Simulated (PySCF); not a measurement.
Cobalt: a sound run and one with changed settings

Sound run: Co⁺ [Ar] 3d8, Co²⁺ [Ar] 3d7. Calculation: PySCF 2.14, in pcseg-2; the non-relativistic Hamiltonian (point nucleus). In the sound run the correlated levels freeze [Ar]. The sound run starts from symmetry-adapted Hartree-Fock orbitals and uses a fine grid where one is needed.

Changed run: the spin-free X2C one-electron Hamiltonian (Gaussian nucleus). This setting is unsound on purpose.

| species | method | sound run (hartree) | changed run (hartree) | converged |
| --- | --- | --- | --- | --- |
| Co⁺ | UHF | -1381.10962 | -1389.72502 | yes |
| Co⁺ | PBE0 | -1382.24130 | -1390.85339 | yes |
| Co⁺ | B3LYP | -1382.51432 | -1391.12609 | yes |
| Co⁺ | MP2 | -1381.35811 | -1389.97615 | yes |
| Co²⁺ | UHF | -1380.58409 | -1389.20631 | yes |
| Co²⁺ | PBE0 | -1381.60422 | -1390.22232 | yes |
| Co²⁺ | B3LYP | -1381.86295 | -1390.48050 | yes |
| Co²⁺ | MP2 | -1380.73599 | -1389.35958 | yes |

Ionisation energy of Co⁺:

```tsv
method	sound run (eV)	changed run (eV)
UHF	14.300	14.115
PBE0	17.336	17.172
B3LYP	17.725	17.567
MP2	16.929	16.778
SCS-MP2	16.787	16.634
```

Most of the change in total energy is the relativistic energy itself. On top of that the contraction fixes the core shape for the Hamiltonian it was made with, so the changed run is not a good calculation with the other Hamiltonian either.

For comparison, NIST gives 17.084 eV between the lowest levels.
